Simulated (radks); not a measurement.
All-electron atom: neutral iodine in [Kr] 4d10 5s2 5p5. All-electron calculation, scalar-relativistic Kohn-Sham, LDA (Slater exchange, VWN5 correlation), spin-polarised, spherical densities, finite nucleus; open shells are filled with parallel spins first (spin-orbit coupling, left out, can overturn this in heavy ions); Fermi nuclear charge, rms radius 4.75 fm; hard spherical wall at 10 bohr. Program: a radial shooting solver on a logarithmic mesh with Libxc functionals.

Normalised radial functions P(r) = r R(r), r in bohr:

r,5p up
0.00413,0.0046
0.00477,0.0059
0.005553,0.0077
0.006413,0.0099
0.007406,0.0126
0.008622,0.0162
0.009958,0.0206
0.0115,0.0259
0.01339,0.0329
0.01546,0.0409
0.018,0.0511
0.02079,0.0623
0.02401,0.0751
0.02795,0.0901
0.03228,0.1051
0.03758,0.1208
0.04339,0.1341
0.05012,0.1441
0.05834,0.1484
0.06738,0.1437
0.07782,0.1277
0.09059,0.0963
0.1046,0.0521
0.1218,-0.0083
0.1407,-0.0733
0.1624,-0.1377
0.1891,-0.1923
0.2184,-0.2181
0.2522,-0.2071
0.2936,-0.1492
0.3391,-0.0531
0.3948,0.0765
0.4559,0.2012
0.5265,0.2980
0.613,0.3396
0.7079,0.3035
0.8241,0.1845
0.9518,0.0119
1.099,-0.1903
1.28,-0.3996
1.478,-0.5629
1.707,-0.6707
1.987,-0.7142
2.295,-0.6917
2.671,-0.6145
3.085,-0.5097
3.563,-0.3932
4.148,-0.2755
4.79,-0.1808
5.532,-0.1084
6.44,-0.0565
7.438,-0.0268
8.659,-0.0096
10,0.0000

5p up: eigenvalue -7.477 eV, 3 radial nodes at r = 0.119, 0.362, 0.960 bohr, <r> = 2.46 bohr, 90 % of the charge inside 3.71 bohr.
